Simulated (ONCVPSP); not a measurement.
Transferability test, ONCV potential for Mn

```
Element                 : manganese (Mn)
Generator               : ONCVPSP 4.0.1
Type                    : optimised norm-conserving Vanderbilt (ONCV)
Functional              : LDA (Perdew-Wang 92)
Relativity              : scalar-relativistic
Frozen core             : [Ne]
Valence charge          : 15
Reference configuration : 3s2 3p6 3d5 4s2
Partial waves           : 3s+4s: rc 1.60 bohr, ncon 3, nbas 7, qcut 7.1 1/bohr, 2 projectors; 3p: rc 0.90 bohr, ncon 3, nbas 6, qcut 10.8 1/bohr, 2 projectors, debl 2.2 Ha; 3d: rc 1.25 bohr, ncon 3, nbas 7, qcut 14.8 1/bohr, 3 projectors, debl 1.3 Ha
Local potential         : polynomial inside 0.55 bohr (lpopt 4, dvloc0 4 Ha)
Core correction         : Teter function, fcfact 4.25, rcfact 1.7
```

Energies are relative to the spin-unpolarised reference configuration 3s2 3p6 3d5 4s2; without spin polarisation the order of configurations can differ from experiment.

| valence configuration | charge | ΔE all-electron (eV) | error AE − PS (meV) |
| --- | --- | --- | --- |
| 3s2 3p6 3d5 4s1 | +1 | 8.647 | +0.1 |
| 3s2 3p6 3d5 4s0 | +2 | 24.517 | +1.0 |
| 3s2 3p6 3d4 4s0 | +3 | 57.332 | +38 |
| 3s2 3p6 3d6 4s0 | +1 | 7.009 | -16 |

Levels in the configuration 3s2 3p6 3d5 4s0:

```csv
level,all-electron (eV),pseudo (eV)
3s,-103.313,-103.316
3p,-72.404,-72.396
3d,-24.622,-24.600
```

Note: ghosts flagged at negative energy: d at -304.4 eV; GHOST(+) flagged for s at 166.6 eV. A true bound ghost makes a file unfit for plane-wave use.
